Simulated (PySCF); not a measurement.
Species: C7H13NSi2.
Atom-mapped SMILES: `[CH2:1]=[C:2]([CH3:3])[C:4]1=[CH:5][Si@H:6]([NH:7][SiH3:8])[CH:9]=[CH:10]1`

NICS = −σ at a ghost point: NICS(0) at the centroid of the ring atoms, NICS(1) 1 Å to either side along the normal of their mean plane, zz for the tensor component along that normal. Level: GIAO PBE0/pcSseg-1 (PySCF, non-relativistic, gas phase) on the GFN2-xTB geometry, one conformer.

Ring bond lengths (Å), with Mayer bond orders in brackets: C4–C5 1.348 (1.82), C5–Si6 1.880 (0.87), Si6–C9 1.888 (0.84), C9–C10 1.335 (1.88), C10–C4 1.470 (1.06).

Task: Give the NICS values of each ring in ppm.

Result: 
```json
{"ring": "C4–C5–Si6–C9–C10", "type": "5-membered ring with Si; formal bonds 2 double, 3 single", "NICS(0)": "2.3", "NICS(1), two faces": "-0.9 / -1.2", "NICS(1)zz, two faces": "4.2 / 4.0", "rms pucker (Å)": "0.02", "centre to ring atoms, mean (Å)": "1.34"}
```

Task: What do they say, and how far can they be read as aromaticity?

Result: 
- C4–C5–Si6–C9–C10: mean NICS(1)zz 4.1 ppm, deshielded. Si6 has four or more neighbours, so the value isn't read as a sign of a π ring current.

Task: What are the shieldings of the ring atoms and their hydrogens in the same run (means over atoms taken as equivalent)?

Result: 
| atoms | environment | σ isotropic (ppm) |
| --- | --- | --- |
| C4 | fully substituted alkene carbon | 19.7 |
| C5 | alkene CH carbon | 60.2 |
| Si6 | SiH silicon | 364.0 |
| C9 | alkene CH carbon | 47.4 |
| C10 | alkene CH carbon | 31.4 |
| H on C5 | vinylic hydrogen | 26.04 |
| H on Si6 | Si–H hydrogen | 26.54 |
| H on C9 | vinylic hydrogen | 25.42 |
| H on C10 | vinylic hydrogen | 24.39 |

Conformer computed: `[CH2:1]=[C:2]([CH3:3])[C:4]1=[CH:5][Si@H:6]([NH:7][SiH3:8])[CH:9]=[CH:10]1`: C1–C2–C4–C5 -154°, C5–Si6–N7–Si8 173°.
